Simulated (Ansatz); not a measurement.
# What each rung costs, and what it gives

The pair of K⁺ (SMILES [K+], atom 1) and BCl$_{3}$ (SMILES ClB(Cl)Cl, atoms 2–5), both closed shells, in one local arrangement (a lower one may exist), relaxed at PBE0-D4/def2-TZVP:

```
5
angstrom
K 0.0866 -0.3183 -2.9967
Cl 1.0668 1.0490 -0.2076
B -0.0225 0.0826 0.7769
Cl -0.0721 0.2631 2.4708
Cl -1.0589 -1.0762 -0.0433
```

Interaction energies are counterpoise-corrected; the time is that of the whole pair.

Computed with Ansatz 0.2.0 (basis: as named in each row); correlated methods freeze the cores. The outer core shell of Li, Na, Mg and K is correlated. The def2 sets are not built for correlating such inner shells, so the correlated values are less sure here. B3LYP uses VWN-RPA correlation. Extrapolation: Hartree–Fock as exp(−7.88 √X), correlation as X^−2.97.

Times are rough, for one single point on 4 threads of a shared host (Arm Neoverse V1).

The estimate by CCSD(T) at an estimated basis limit (MP2 extrapolated from triple and quadruple zeta, plus CCSD(T) − MP2 in triple zeta) is -0.435 eV.

```tsv
method	basis	time (s)	interaction energy (eV)	method less estimate
HF	STO-3G	under 1	-0.267	0.168
PBE-D4	STO-3G	under 1	-0.492	-0.057
SPW92	def2-SVP	under 1	-0.525	-0.090
PBE-D4	def2-SVP	1	-0.463	-0.028
B3LYP-D4	6-31G	1	-0.342	0.093
PBE0-D4	def2-SVP	1	-0.436	-0.001
CCSD(T)	def2-SVP	2	-0.370	0.064
PBE-D4	def2-TZVPPD	3	-0.448	-0.013
revPBE-D4	def2-TZVPPD	4	-0.410	0.025
BLYP-D4	def2-TZVPPD	4	-0.440	-0.005
PBE0-D4	def2-TZVPPD	6	-0.433	0.002
B3LYP-D4	def2-TZVPPD	6	-0.441	-0.007
wB97M-V	def2-SVP	6	-0.457	-0.022
r2SCAN-D4	def2-TZVPPD	6	-0.419	0.016
HSE06-D4	def2-TZVPPD	6	-0.434	0.001
B2PLYP	def2-TZVPPD	10	-0.389	0.045
B97M-V	def2-TZVPPD	13	-0.429	0.006
wB97X-V	def2-TZVPPD	14	-0.427	0.008
wB97M-V	def2-TZVPPD	16	-0.434	0.001
MP2	def2-QZVPPD	25	-0.427	0.008
CCSD(T)	def2-TZVPPD	44	-0.383	0.052
```

T1 diagnostic: at most 0.012.
